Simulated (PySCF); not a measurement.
**Working out the ionisation energy of Co²⁺**

Co²⁺ [Ar] 3d7 (4F) → Co³⁺ [Ar] 3d6 (5D). Computed with PySCF 2.14 in x2c-TZVPPall, with the spin-free X2C one-electron Hamiltonian (Gaussian nucleus). Frozen: [Ne]. Energies in hartree (1 hartree = 27.21139 eV):

```csv
part,Co²⁺ (lower),Co³⁺ (upper)
UHF,-1391.045047,-1389.898836
MP2 opposite-spin,-0.339332,-0.279046
MP2 same-spin,-0.164576,-0.142407
```

Question: What does Hartree-Fock give?

Answer: (-1389.898836) − (-1391.045047) = 1.146211 hartree = 31.190 eV.

Question: What do MP2 and SCS-MP2 (6/5 opposite-spin, 1/3 same-spin) give?

Answer: The opposite-spin parts differ by 1.640 eV and the same-spin parts by 0.603 eV. MP2: 31.190 + (1.640) + (0.603) = 33.433 eV. SCS-MP2: 31.190 + 1.2 × (1.640) + (0.603)/3 = 33.359 eV.

A first-order spin-orbit estimate adds 0.026 eV to MP2 (valence and next inner shell), giving 33.459 eV against 33.5 ± 0.06 eV (semi-empirical (NIST evaluation); NIST Atomic Spectra Database, ionization energies).

What remains against the reference includes basis incompleteness, the frozen core and correlation beyond second order.
